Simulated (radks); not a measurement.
Effect of the nuclear size on the manganese ion Mn+, [Ar] 3d5 4s1. Calculated with a radial shooting solver on a logarithmic mesh with Libxc functionals: Dirac Kohn-Sham, BLYP, spin-unpolarised, spherical densities, finite nucleus; open shells are shared between the two j in proportion to 2j + 1; Fermi nuclear charge, rms radius 3.7057 fm. The rms radius is varied about that value; shifts are against it.

rms radius (fm)  total energy shift (eV)  density at nucleus (e/bohr^3)  1s1/2 shift (meV)  2s1/2 shift (meV)  2p1/2 shift (meV)  3s1/2 shift (meV)
2.9905                           -0.0320                      1.329e+04              -13.5              -1.20              0.131             -0.170
3.4352                           -0.0129                      1.321e+04              -5.45             -0.484              0.053             -0.068
3.7057                                 0                      1.317e+04              0.000              0.000              0.000              0.000
4.0355                            0.0169                      1.313e+04               7.18              0.637             -0.069              0.090
4.1911                            0.0254                      1.311e+04               10.8              0.956             -0.104              0.135

Slopes of the eigenvalues against <r^2> in GHz/fm^2, as finite differences over the two radii next to the reference (eigenvalue slopes, not the field-shift constants of lines): 1s1/2 681, 2s1/2 60.5, 2p1/2 -6.57, 3s1/2 8.56.
